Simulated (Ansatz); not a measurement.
Two isomers of CH5FGeOSi: A = `[OH][Ge]1([F])[CH2][SiH2]1`, B = `O=[C]([SiH3])[GeH2][F]`.

Isolated molecules relaxed with PBE0-D4/def2-TZVP in Ansatz; ΔE leaves out vibrations. CCSD(T)/CBS adds triple-zeta CCSD(T) − MP2 to the extrapolated MP2 energy (def2 sets, frozen cores). Functionals use def2-TZVPP. B3LYP here is the variant with VWN-RPA as its local correlation; programs differ in this. For Ge outer-core shells are correlated without core-valence functions, which leaves a few kJ/mol of doubt a bond. Scalar relativity is left out up to krypton. Each species was taken in one conformer, which may not be the lowest.

**Question.** Which is lower in electronic energy at CCSD(T)/CBS, and by how much? (An estimate is asked.)

**Answer.** Ansatz gave: A, by 21.9 kcal/mol.

**Question.** Give E(B) − E(A) in kcal/mol with B3LYP-D4, B3LYP, HF/def2-TZVPP, MP2/def2-TZVPP, B2PLYP, ωB97M-V, CCSD(T)/def2-TZVPP. (Best estimate.)

**Answer.** Computed: B3LYP-D4 15.5, B3LYP 15.4, HF/def2-TZVPP 11.4, MP2/def2-TZVPP 23.8, B2PLYP 18.0, ωB97M-V 19.5, CCSD(T)/def2-TZVPP 20.0. None reverses the order clearly.

Largest T1 diagnostic: 0.014.

In def2-TZVPP, CCSD(T) changes the Hartree–Fock value by +8.5 kcal/mol (the triples alone add +0.5 kcal/mol) and MP2 by +12.4 kcal/mol. From PBE to PBE0 (25 % exact exchange), in def2-TZVPP and without D4, E(B) − E(A) moves by +2.5 kcal/mol.
